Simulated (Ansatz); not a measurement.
A nudged elastic band was laid between two geometries of C₃H₇BBrCl (13 atoms, charge 0, multiplicity 1).

Theory: RKS PBE0-D4/def2-SVP in Ansatz 0.2.0.

```yaml
movable_images: 5
climbing_image: yes
spring: 5.0 eV/Å²
optimiser: quadratic models (default)
start_path: IDPP
force_threshold: 0.03 eV/Å
iteration_limit: 51
end_points: relaxed
```

Initial state:

```xyz
13
Properties=species:S:1:pos:R:3
B -0.283 -0.323 1.805
C 0.327 0.651 0.747
C -0.126 0.518 -0.694
C 0.163 -0.824 -1.327
Cl 0.658 1.798 -1.685
Br -2.075 0.830 -0.741
H -0.021 -0.134 2.970
H -0.964 -1.276 1.509
H 0.187 1.692 1.087
H 1.427 0.505 0.790
H -0.327 -1.625 -0.757
H 1.251 -0.994 -1.327
H -0.197 -0.851 -2.364
```

Final state:

```xyz
13
Properties=species:S:1:pos:R:3
B -0.277 -0.325 1.806
C 0.328 0.651 0.746
C -0.128 0.518 -0.694
C 0.158 -0.824 -1.328
Cl 0.658 1.797 -1.686
Br -2.076 0.833 -0.738
H -0.962 -1.275 1.512
H -0.006 -0.139 2.970
H 0.186 1.691 1.089
H 1.429 0.508 0.786
H -0.336 -1.623 -0.758
H 1.246 -0.999 -1.326
H -0.200 -0.849 -2.365
```

Problem. Which bonds break or form, and what moves?

Solution. No bond is made or broken. The dihedral H7–B1–C2–C3 goes from -173 to 9°. The two ends are copies of one structure, up to a mirror image or an exchange of like atoms.

Problem. What energy profile does the band end with?

Solution. It converged. The highest image is number 3 of 0 to 6, 16.7 kJ/mol above the ends, which have the same energy within 2 meV. A vibrational analysis at the climbing image gives one clearly imaginary mode, 224i cm⁻¹: a first-order saddle point.

```json
{"image": "0", "path coordinate (Å)": "0.00", "energy (kJ/mol)": "0.0", "dihedral H7–B1–C2–C3 (°)": "-173"}
{"image": "1", "path coordinate (Å)": "0.83", "energy (kJ/mol)": "2.4", "dihedral H7–B1–C2–C3 (°)": "-143"}
{"image": "2", "path coordinate (Å)": "1.66", "energy (kJ/mol)": "10.5", "dihedral H7–B1–C2–C3 (°)": "-110"}
{"image": "3", "path coordinate (Å)": "2.48", "energy (kJ/mol)": "16.7", "dihedral H7–B1–C2–C3 (°)": "-78"}
{"image": "4", "path coordinate (Å)": "3.21", "energy (kJ/mol)": "11.4", "dihedral H7–B1–C2–C3 (°)": "-49"}
{"image": "5", "path coordinate (Å)": "3.94", "energy (kJ/mol)": "2.8", "dihedral H7–B1–C2–C3 (°)": "-20"}
{"image": "6", "path coordinate (Å)": "4.66", "energy (kJ/mol)": "0.0", "dihedral H7–B1–C2–C3 (°)": "9"}
```

Problem. What is the geometry of the highest image?

Solution. 
```xyz
13
Properties=species:S:1:pos:R:3
B -0.130 -0.509 1.744
C 0.586 0.508 0.767
C -0.093 0.625 -0.590
C -0.145 -0.677 -1.362
Cl 0.781 1.837 -1.589
Br -1.940 1.274 -0.351
H -1.132 -0.188 2.332
H 0.322 -1.616 1.926
H 0.597 1.509 1.230
H 1.630 0.217 0.565
H -0.719 -1.433 -0.803
H 0.880 -1.050 -1.512
H -0.616 -0.531 -2.342
```

Problem. What are the harmonic wavenumbers there?

Solution. 224i, 99, 181, 215, 283, 296, 307, 355, 389, 522, 681, 701, 866, 952, 964, 1016, 1069, 1091, 1182, 1216, 1236, 1282, 1394, 1433, 1443, 1460, 2587, 2687, 3061, 3065, 3130, 3159, 3190 cm⁻¹.

The run took 4.9 min on 2 threads of Arm Neoverse V1, on a shared host, peak memory 0.46 GiB.
